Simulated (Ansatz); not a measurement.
ClF2H3OSi2 (`F[SiH](F)O[SiH2]Cl`). The species carries charge 0 and has multiplicity 1. Geometry: relaxed with PBE0-D4/def2-TZVP. It is one conformer, not always the lowest.

```xyz
9

F     1.962    1.273   -0.136
Si    0.741    1.085    0.850
F     0.156    2.517    1.156
O    -0.408    0.220    0.131
Si   -0.893   -0.991   -0.843
Cl    0.218   -2.666   -0.460
H     1.207    0.470    2.094
H    -0.679   -0.617   -2.255
H    -2.304   -1.291   -0.536
```

Q: What is the dipole moment at B3LYP/def2-TZVPP? (Best estimate.)

A: Computed: 1.13 D, with components (-0.93, -0.63, 0.07) D in this frame, pointing from negative to positive charge.

Q: And with PBE, r2SCAN, ωB97M-V? (Estimate.)

A: Computed: PBE 1.05 D, r2SCAN 1.07 D, ωB97M-V 1.10 D.

Q: Give the Mulliken charges with B3LYP, PBE, r2SCAN in def2-TZVPP. (An estimate is asked.)

A: Computed: 
```
atom  B3LYP    PBE  r2SCAN
  F1  -0.31  -0.26   -0.30
 Si2   0.83   0.70    0.84
  F3  -0.30  -0.26   -0.30
  O4  -0.34  -0.26   -0.38
 Si5   0.54   0.46    0.58
 Cl6  -0.24  -0.21   -0.24
  H7  -0.07  -0.08   -0.08
  H8  -0.05  -0.05   -0.06
  H9  -0.05  -0.05   -0.06
```

B3LYP here is the variant with VWN-RPA as its local correlation; programs differ in this.
